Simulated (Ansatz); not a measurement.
Z-matrix (Å, degrees):
```
Si
F 1 1.6609
C 1 1.8867 2 107.18
H 3 1.1125 1 107.40 2 -61.38
H 3 1.1132 4 105.39 1 114.90
C 3 1.5354 4 110.61 5 119.72
H 6 1.1092 3 111.20 4 64.01
H 6 1.1095 7 107.44 3 123.00
H 6 1.1099 7 107.07 8 114.80
C 1 1.8867 2 107.18 3 -119.64
H 10 1.1125 1 107.40 2 61.38
H 10 1.1132 11 105.39 1 -114.90
C 10 1.5354 11 110.61 12 -119.72
H 13 1.1092 10 111.20 11 -64.01
H 13 1.1095 14 107.44 10 -123.00
H 13 1.1099 14 107.07 15 -114.80
C 1 1.8877 2 106.36 3 120.18
H 17 1.1119 1 107.92 2 56.72
H 17 1.1119 18 105.40 1 115.12
C 17 1.5362 18 110.62 19 119.61
H 20 1.1095 17 112.08 18 -58.21
H 20 1.1102 21 107.02 17 -122.83
H 20 1.1102 21 107.02 22 -114.33
```
Charge 0, spin multiplicity 1.

Level of theory: frozen-core CCSD(T)/cc-pVDZ // PBE-D3(BJ)/def2-SVP in Ansatz (a program for electronic structure).

```yaml
HF energy: -624.41566 Ha
MP2 correlation energy: -1.15973 Ha
```

Task: Estimate the CCSD correlation energy, the (T) correction, the total energy and the T1 diagnostic.

Result: 
| Property | Value |
|---|---|
| CCSD correlation energy | -1.25955 Ha |
| (T) correction | -0.03479 Ha |
| CCSD(T) total energy | -625.71000 Ha |
| T1 diagnostic | 0.009 |
